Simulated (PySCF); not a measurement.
NMR data sheet: C₁₀H₁₀

```yaml
Formula: C10H10
SMILES: c1cc2c(cc1C1CC1)C2
InChI: InChI=1S/C10H10/c1-2-7(1)8-3-4-9-6-10(9)5-8/h3-5,7H,1-2,6H2
Point_group_of_the_computed_structure: Cs
Degrees_of_unsaturation: 6
Carbon_signals: 9
Proton_signals: 7
```

Atom-mapped SMILES (the numbers label the heavy atoms): `[cH:1]1[cH:2][c:3]2[c:4]([cH:5][c:6]1[CH:7]1[CH2:8][CH2:9]1)[CH2:10]2`. Each H is labelled by its parent atom. Ha(C8), Ha(C9) are cis to C6 on the ring; Hb(C8), Hb(C9) are trans to C6 on the ring.

Calculated, not measured (PySCF): GFN2-xTB geometry, shieldings: GIAO PBE0/pcSseg-1. Fast rotation and ring inversion assumed for equivalent nuclei, no solvent, non-relativistic Hamiltonian, one computed conformer.

Chemical shifts δ = σref − σ; 1H (σ = 31.72 ppm), 13C (σ = 186.93 ppm) against TMS, all at this level.

| carbon | δC, type | δH (multiplicity) | HMBC from (2–3 bonds) | span of the C tensor (ppm) |
| --- | --- | --- | --- | --- |
| C1 | 134.3, CH | 7.35 (m) | H(C2), H(C5), H(C7) | 197 |
| C2 | 118.3, CH | 7.40 (m) | H(C1), H(C10) | 184 |
| C3 | 130.3, C | – | H(C2), H(C1), H(C5), H(C10) | 318 |
| C4 | 134.5, C | – | H(C2), H(C5), H(C10) | 327 |
| C5 | 111.1, CH | 6.75 (s) | H(C1), H(C10), H(C7) | 181 |
| C6 | 152.2, C | – | H(C2), H(C1), H(C5), H(C7), Hb(C8)/Hb(C9), Ha(C8)/Ha(C9) | 212 |
| C7 | 20.1, CH | 1.83 (m) | H(C1), H(C5), Hb(C8)/Hb(C9), Ha(C8)/Ha(C9) | 86 |
| C8/C9 | 14.2, CH2 | Ha(C8) 0.71 (m); Hb(C8) 1.02 (m) | H(C7), Hb(C8)/Hb(C9), Ha(C8)/Ha(C9) | 69 |
| C10 | 23.4, CH2 | 3.48 (s) | H(C2), H(C5) | 59 |

1. Carbon types of the structure: 3 × C, 4 × CH, 3 × CH2, which accounts for all hydrogens.
2. δC 152.2, 134.5, 130.3: substituted aromatic carbon.
3. δC 134.3, 118.3, 111.1: aromatic CH.
4. δC 23.4, 20.1, 14.2: three-membered-ring carbon; carbons of three-membered rings are unusually shielded.
5. δH 7.40, 7.35, 6.75: hydrogen on an aromatic CH; ring-current deshielding.
6. δH 3.48, 1.83, 1.02, 0.71: hydrogen on a three-membered-ring carbon.

Shifts are as computed. Against solution values, carbons near 30 ppm lie about +3 ppm off and those near 130 ppm about +5 ppm. Of 1211 compounds with measured shifts, 218 miss one by over three times the rms of a fit or turn the order of signals round; such compounds aren't used in these exercises. Multiplicities follow the n + 1 count of equivalent neighbours, as no J values were calculated; m marks all less simple cases, F and P coupling included.
